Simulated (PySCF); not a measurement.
**Spinor energies of V³⁺ (vanadium, charge +3)**

Start: [Ar] 3d2; 3d3/2 filled at m_j = +1/2, +3/2. Calculated with PySCF 2.14 in x2c-TZVPall-2c (6s7p4d1f, 54 functions): generalised Hartree-Fock with the X2C-1e Hamiltonian and a Gaussian nucleus; one run each with spin-orbit coupling (SO) switched off, then screened by Boettger's factors.

| spinor shell | electrons | ε, spin-free (eV) | ε, screened SO (eV) | weight of nominal j (screened SO) | rms radius, screened SO (bohr) |
| --- | --- | --- | --- | --- | --- |
| 1s1/2 | 2 | -5555.2 | -5555.2 | 1.000 | 0.0768 |
| 2s1/2 | 2 | -692.72 | -692.70 | 1.000 | 0.332 |
| 2p1/2 | 2 | -581.26 | -586.52 | 0.990 | 0.301 |
| 3s1/2 | 2 | -121.50 | -121.49 | 1.000 | 1.01 |
| 3p1/2 | 2 | -88.447 | -90.233 | 0.655 | 1.08 |
| 3p3/2 | 4 | -88.447 | -87.547 | 0.828 | 1.08 |
| 3d3/2 | 2 | -47.076 | -47.095 | 0.727 | 1.28 |

Task: Where does 2p3/2 lie, and what is the 2p spin-orbit splitting (screened SO)?

Result: At -578.64 eV, 7.885 eV above 2p1/2.

| quantity | spin-free | screened SO |
| --- | --- | --- |
| E (hartree) | -946.37637 | -946.38669 |
| M_J | 2 | 2 |
| ⟨J²⟩ | 8.004 | 7.807 |
| ⟨L²⟩ | 12.004 | 11.998 |
| ⟨S²⟩ | 2.001 | 1.999 |

The determinant has a definite M_J but mixes levels of different J.

Each row is a mean over spinors that exchange with the open shell spreads, by up to 8.950 eV (3p1/2).

Rows whose weight is well below 1 are mixtures of j = l ± 1/2: exchange outweighs spin-orbit coupling there, and the label is only the starting occupation.

Without spin-orbit coupling the j labels of p, d and f shells carry no meaning; the spin-free column gives the mean over the occupied spinors of each nl shell, and its ⟨J²⟩ belongs to a mixture of degenerate components.
